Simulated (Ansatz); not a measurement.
Geometry optimisation, RKS LDA/def2-SVP in Ansatz.

input.yaml

```yaml
crystal:
  periodic: [false, false, false]
  atoms:
    - { symbol: O, position_ang: [2.10347, -1.60948, 1.7619] }
    - { symbol: C, position_ang: [1.66128, -0.93293, 0.91802] }
    - { symbol: Si, position_ang: [0.88646, 0.56709, 0.30503] }
    - { symbol: Si, position_ang: [-1.2443, 0.2715, -0.46829] }
    - { symbol: H, position_ang: [1.87299, 0.99735, -0.69208] }
    - { symbol: H, position_ang: [-1.91891, 1.5705, -0.36045] }
    - { symbol: H, position_ang: [-1.41406, -0.17963, -1.85247] }
    - { symbol: H, position_ang: [-1.94693, -0.6844, 0.38834] }
basis:
  gaussian: { orbitals: def2-SVP }
hamiltonian:
  xc: lda
relax:
  f_tol: 0.015
  max_steps: 40
```

Run as:

```bash
$ ansatz run input.yaml --threads 1 --pin off --max-ram 2048MiB --backend cpu --events-out ev --progress --plain --runs-dir out
```

Q: Where does it end, and by what steps?

A: It converged. After 16 steps the energy has fallen by 0.431 eV; O1 moved furthest, 0.94 Å.

| step | energy less start (eV) | largest force component (eV/Å) | accepted |
| --- | --- | --- | --- |
| 0 | 0.0000 | 1.287 | yes |
| 1 | -0.1973 | 1.336 | yes |
| 2 | -0.2777 | 1.641 | yes |
| 3 | -0.3298 | 1.527 | yes |
| 4 | -0.3501 | 2.338 | yes |
| 5 | -0.4146 | 0.483 | yes |
| 6 | -0.4198 | 0.142 | yes |
| 7 | -0.4270 | 0.308 | yes |
| 8 | -0.4282 | 0.112 | yes |
| 9 | -0.4288 | 0.051 | yes |
| 10 | -0.4294 | 0.015 | yes |
| 11 | -0.4300 | 0.050 | yes |
| 12 | -0.4305 | 0.069 | yes |
| 13 | -0.4308 | 0.053 | yes |
| 14 | -0.4312 | 0.048 | yes |
| 15 | -0.4313 | 0.023 | yes |
| 16 | -0.4313 | 0.009 | yes |

```xyz
8
Properties=species:S:1:pos:R:3
O 1.673 -1.845 0.963
C 1.383 -0.748 0.752
Si 0.942 1.022 0.677
Si -1.078 0.231 -0.298
H 1.747 1.045 -0.630
H -1.854 1.457 -0.712
H -0.934 -0.665 -1.502
H -1.879 -0.496 0.751
```

Whether the end is a true minimum wasn't checked by a vibrational analysis.

Time of the run: 30 s on 1 thread of Intel(R) Xeon(R) Processor @ 2.70GHz, on a shared host, peak memory 0.13 GiB.
